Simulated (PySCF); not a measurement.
**Badger's rule along the second period: bonds to Tl**

PBE0 in PySCF with def2-SVPD on every atom (core potentials on Tl), for the lowest determinant that a PBE0 search found; no spin–orbit coupling. Badger's rule says that Re = d + c·k^(−1/3) for bonds between atoms of fixed rows.

```csv
molecule,state (unpaired electrons),Re (Å),k (mdyn/Å)
TlF,singlet (closed shell),2.132,2.17
TlO,doublet (π ↑),2.220,?
TlC,"quartet (σ ↑, π ↑↑)",2.300,?
TlN,triplet (π ↑↑),2.323,?
TlB,"triplet (σ ↑, π ↑)",2.485,0.760
```

Q: Fix c and d from TlF and TlB.

A: c = (2.485 − 2.132)/(0.76^(−1/3) − 2.17^(−1/3)) = 1.092, d = 2.132 − c·2.17^(−1/3) = 1.289 Å.

Q: Predict k of the others and set the computed values beside them.

A: 

```tsv
molecule	k by the rule	k computed	difference (%)
TlO	1.61	1.74	-7
TlC	1.26	1.20	5
TlN	1.18	1.31	-10
```

The rule misses by 7 % on average, well for two fitted constants.

These are scalar-relativistic numbers at best; spin–orbit coupling would shift them, the dissociation energy most. States were picked by a PBE0 search and need not be the measured ground states.
